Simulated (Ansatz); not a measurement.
```yaml
crystal:
  periodic: [false, false, false]
  atoms:
    - {symbol: C, position_ang: [0.260190, -1.894695, 2.356781]}
    - {symbol: N, position_ang: [0.478646, -0.973558, 1.393708]}
    - {symbol: Mo, position_ang: [0.366535, 0.748803, 0.866336]}
    - {symbol: O, position_ang: [-0.866063, 1.666543, 1.619455]}
    - {symbol: O, position_ang: [2.197997, 1.463038, 0.881835]}
    - {symbol: N, position_ang: [-0.144331, 0.495349, -0.935155]}
    - {symbol: C, position_ang: [-0.642546, 1.551120, -1.799781]}
    - {symbol: C, position_ang: [-0.221169, -0.840983, -1.911647]}
    - {symbol: H, position_ang: [-0.156653, -2.849021, 1.940294]}
    - {symbol: H, position_ang: [1.025125, -2.318916, 2.870617]}
    - {symbol: H, position_ang: [-0.676418, -1.657177, 3.123077]}
    - {symbol: H, position_ang: [2.010571, 2.480527, 0.817427]}
    - {symbol: H, position_ang: [-0.848521, 2.283443, -1.070427]}
    - {symbol: H, position_ang: [-1.778648, 1.296372, -1.899834]}
    - {symbol: H, position_ang: [-0.149364, 1.703707, -2.714684]}
    - {symbol: H, position_ang: [0.233603, -1.541414, -1.291038]}
    - {symbol: H, position_ang: [-1.322106, -1.079486, -2.177952]}
    - {symbol: H, position_ang: [0.405980, -0.587332, -2.770232]}
basis:
  gaussian: {orbitals: def2-TZVPPP}
hamiltonian: {xc: {name: BHLYP}, dispersion: d3bjatm}
output: {forces: true}
```

```sh
$ ansatz run in.yaml --threads 4 --pin off --events-out ev --progress --plain --max-ram 66560MiB --backend cpu
```

(1) How does Ansatz answer? (Best estimate.)

## Answers

(1) Ansatz gave: The input was rejected before any iteration.
```
Error: <dir> can't be read: No such file or directory (os error 2)
```
